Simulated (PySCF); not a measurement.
SiBi: frontier orbitals

r²SCANh at R = 2.464 Å; basis Si cc-pV(D+d)Z, Bi cc-pVDZ-PP with ECP60; scalar-relativistic core potentials; PySCF 2.14. State: ²Π (doublet), unpaired electrons π ↑. Only the outer orbitals are listed, counted within each symmetry, core potentials removing the inner ones.

```
spin  orbital  occ.  ε (eV)  on Si (%)            main shells (%)
   α       7σ     1  -16.39         16           82 Bi s, 12 Si s
   α       8σ     1  -11.18         74  74 Si s, 13 Bi s, 11 Bi p
   α       4π     1   -6.54         32           67 Bi p, 31 Si p
   α       9σ     1   -5.97         54  45 Bi p, 43 Si p, 10 Si s
   α       4π     1   -5.77         30           70 Bi p, 28 Si p
   α       5π     0   -3.12         67           67 Si p, 32 Bi p
   α       5π     0   -2.46         70           70 Si p, 29 Bi p
   α      10σ     0    0.48         56           54 Si p, 46 Bi p
   β       7σ     1  -15.64         19           80 Bi s, 14 Si s
   β       8σ     1  -10.87         74  74 Si s, 15 Bi s, 11 Bi p
   β       9σ     1   -5.82         55           46 Si p, 43 Bi p
   β       4π     1   -5.56         47           52 Bi p, 46 Si p
   β       4π     0   -4.44         42           57 Bi p, 42 Si p
   β       5π     0   -2.48         53           52 Si p, 46 Bi p
   β       5π     0   -2.01         58           57 Si p, 41 Bi p
```

**Question.** Which are the highest filled and the lowest empty level, where do they sit, and how wide is the gap?

**Answer.** Highest filled β 4π at -5.56 eV (in %: 52 Bi p, 46 Si p); lowest empty β 4π at -4.44 eV (in %: 57 Bi p, 42 Si p); the gap at r²SCANh is 1.12 eV. Both belong to one degenerate shell, split only by its one-sided filling, so this is no excitation gap.

| Item | Value |
| --- | --- |
| bond order (Mayer) | 2.31 |
| ⟨S²⟩ | 0.785 |
| charge on Si (Mulliken, basis-dependent) | -0.02 |
| charge on Si (Löwdin, basis-dependent) | -0.06 |
| dipole moment (positive dipole means Si(−)Bi(+)) | 0.59 D |

Spin–orbit coupling is left out, which matters for elements this heavy, above all for dissociation energies. The state was picked by a PBE0 search and need not be the measured ground state.
